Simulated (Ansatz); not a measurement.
```yaml
crystal:
  periodic: [false, false, false]
  atoms:
    - {symbol: C, position_ang: [0.556902, 2.050464, -0.850962]}
    - {symbol: Si, position_ang: [-0.402855, 0.452206, -0.765527]}
    - {symbol: N, position_ang: [0.426285, -0.738571, 0.162156]}
    - {symbol: Ge, position_ang: [-0.303306, -1.920155, 1.365190]}
    - {symbol: H, position_ang: [0.015165, 2.792470, -1.443892]}
    - {symbol: H, position_ang: [0.724578, 2.459948, 0.147604]}
    - {symbol: H, position_ang: [1.530813, 1.896107, -1.323698]}
    - {symbol: H, position_ang: [-0.674546, 0.007071, -2.166421]}
    - {symbol: H, position_ang: [-1.716230, 0.651349, -0.092900]}
    - {symbol: H, position_ang: [1.363858, -0.977064, -0.127395]}
    - {symbol: H, position_ang: [-1.509118, -1.222891, 2.008439]}
    - {symbol: H, position_ang: [0.770125, -2.256821, 2.415427]}
    - {symbol: H, position_ang: [-0.761371, -3.228814, 0.686880]}
basis:
  gaussian: {orbitals: "6-311G**"}
hamiltonian: {xc: {name: PBEsol}}
output: {forces: true}
```

```sh
$ ansatz run in.yaml --threads 4 --pin off --events-out ev --progress --plain --max-ram 10444MiB
```

Question: How does Ansatz answer? (Best estimate.)

Answer: Computed: The input was rejected before any iteration.
```
Error: <dir> can't be read: No such file or directory (os error 2)
```
